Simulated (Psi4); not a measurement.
Psi4 input (wB97X-D/6-31G*):

```
memory 1500 MB

molecule {
-1 2
Si   -0.00000000   -0.00000000   -1.71358600
C     0.00000000    0.00000000    0.00000000
Si    0.00000000    0.00000000    1.71358600
symmetry c1
no_reorient
no_com
}

set {
  basis 6-31G*
  reference uks
  scf_type pk
  dft_radial_points 99
  dft_spherical_points 590
  e_convergence 1e-8
  d_convergence 1e-7
  maxiter 150
}

e = energy('wb97x-d')
print_out(f'\nFINAL {e:.10f} DIPOLE {variable("CURRENT DIPOLE")[0]:.6f} {variable("CURRENT DIPOLE")[1]:.6f} {variable("CURRENT DIPOLE")[2]:.6f}\n')
```

From the output:

```
  HONO-1 :   17  A 1.9779266
  HONO-0 :   18  A 1.0000000
  LUNO+0 :   19  A 0.0220734
  LUNO+1 :   20  A 0.0009073
  LUNO+2 :   21  A 0.0006550
  LUNO+3 :   22  A 0.0005236

Computation Completed

Properties will be evaluated at   0.000000,   0.000000,   0.000000 [a0]

Properties computed using the SCF density matrix

 Multipole Moments:

 ------------------------------------------------------------------------------------
     Multipole            Electronic (a.u.)      Nuclear  (a.u.)        Total (a.u.)
 ------------------------------------------------------------------------------------

 L = 1.  Multiply by 2.5417464519 to convert [e a0] to [Debye]
 Dipole X            :          0.0000000            0.0000000            0.0000000
 Dipole Y            :          0.0000000            0.0000000            0.0000000
 Dipole Z            :          0.0000000            0.0000000            0.0000000
 Magnitude           :                                                    0.0000000

 ------------------------------------------------------------------------------------

FINAL -616.9377732330 DIPOLE 0.000000 0.000000 0.000000

*** Psi4 exiting successfully. Buy a developer a beer!
```

The dipole moment of an ion depends on the origin.

The geometry given is a B3LYP-D3(BJ)/def2-TZVP minimum.
